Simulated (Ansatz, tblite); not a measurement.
Cost and result up the ladder for BF3 (4 atoms). Charge 0, multiplicity 1. Geometry: PBE-D4/def2-TZVP.

Cartesian coordinates in Å:
```
B 0.000 0.000 0.000
F -0.560 0.312 1.160
F 0.050 -1.265 -0.393
F 0.511 0.953 -0.767
```

Ansatz on 2 threads of Intel Xeon Platinum 8259CL on a shared host; xTB runs through tblite on one thread. Times are rough, summed over both states, and most runs start from the orbitals of an earlier one. PBE0-D4/def2-TZVP serves as the yardstick here, not as an exact answer. The other state is a triplet.

The xTB rows come from tblite.

xTB has no spin-polarisation term.

```json
{"level": "GFN2-xTB", "functions": "16", "wall time": "0.008 s"}
{"level": "GFN1-xTB", "functions": "16", "wall time": "0.011 s"}
{"level": "PBE-D4/def2-TZVP (with forces)", "functions": "124", "wall time": "4.8 s"}
{"level": "PBE0-D4/def2-TZVP", "functions": "124", "wall time": "7 s"}
{"level": "r2SCAN-D4/def2-TZVP", "functions": "124", "wall time": "7.1 s"}
```

(1) Estimate what each level gives for the vertical triplet (eV).

Results:

(1) 
| level | vertical triplet (eV) | difference from PBE0-D4/def2-TZVP (eV) |
| --- | --- | --- |
| GFN2-xTB | 8.67 | -1.53 |
| GFN1-xTB | 9.74 | -0.46 |
| PBE-D4/def2-TZVP (with forces) | 9.40 | -0.80 |
| PBE0-D4/def2-TZVP | 10.20 | 0.00 |
| r2SCAN-D4/def2-TZVP | 9.78 | -0.42 |
